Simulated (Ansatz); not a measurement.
The same ligand exchange along the group B, Al, Ga, In.

Computed with Ansatz on PBE0-D4/def2-TZVP structures; ΔE is electronic, products minus reactants. CCSD(T)/CBS is the MP2 limit (def2-TZVPP, def2-QZVPP) plus CCSD(T) − MP2 in def2-TZVPP, frozen cores. This one scheme is used for every species. def2 core potentials past Kr. For Br, In outer-core shells are correlated without core-valence functions, which leaves a few kJ/mol of doubt a bond. Scalar relativity is left out up to krypton. Each species was taken in one conformer, which may not be the lowest.

Q: Order these by ΔE at CCSD(T)/CBS, lowest first. (An estimate is asked.)
A. `[OH][In]([OH])[Br]` + H₂S → `[OH][In]([OH])[SH]` + HBr
B. `OB(O)Br` + H₂S → `OB(O)S` + HBr
C. `[OH][Al]([OH])[Br]` + H₂S → `[OH][Al]([OH])[SH]` + HBr

A: B (+5.4 kcal/mol), A (+10.1 kcal/mol), C (+12.5 kcal/mol).

Largest T1 diagnostic: 0.016, for `[OH][In]([OH])[SH]`.
